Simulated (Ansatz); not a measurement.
Frontier orbitals of C4H9CuO (`CC(C)(C)[O][Cu]`).

```xyz
15

C     0.6351    1.2453   -0.2811
C     0.0842   -0.1717   -0.1446
C     0.8042   -0.8951    0.9948
C    -1.4133   -0.1190    0.1470
O     0.3411   -0.9194   -1.2981
Cu   -0.3466   -0.3810   -2.8701
H     1.6994    1.2084   -0.5236
H     0.5032    1.8312    0.6332
H     0.1176    1.7674   -1.0953
H     0.4231   -1.9142    1.0841
H     0.6606   -0.3801    1.9484
H     1.8734   -0.9484    0.7809
H    -1.8151   -1.1326    0.2111
H    -1.6355    0.4066    1.0803
H    -1.9313    0.4027   -0.6670
```

Charge 0, multiplicity 1. For Cu the d shell is correlated and the shells below it are frozen. Scalar relativity is left out up to krypton. All single points use the PBE0-D4/def2-TZVP geometry. Basis def2-TZVPP, Ansatz.

| functional | HOMO (eV) | LUMO (eV) | gap (eV) |
| --- | --- | --- | --- |
| PBE | -4.89 | -3.44 | 1.45 |
| BLYP | -4.85 | -3.47 | 1.38 |
| PBE0 | -6.26 | -2.50 | 3.76 |
| r2SCAN0 | -6.40 | -2.33 | 4.07 |
| CAM-B3LYP | -7.70 | -1.72 | 5.98 |
| ωB97X-V | -8.61 | -0.60 | 8.01 |
| ωB97M-V | -8.62 | -0.94 | 7.68 |

What is the vertical ionisation energy at frozen-core CCSD(T)/def2-TZVPP? (An estimate is asked.)

The calculation gave: 8.18 eV (T1 of the cation 0.029).

From PBE to PBE0 the HOMO moves by −1.37 eV and the LUMO by +0.94 eV, and with ωB97M-V by −3.74 and +2.50 eV, so the gap grows from 1.45 to 7.68 eV with exact exchange. −ε(HOMO) differs from that ionisation energy by −3.29 eV with PBE and +0.44 eV with ωB97M-V.
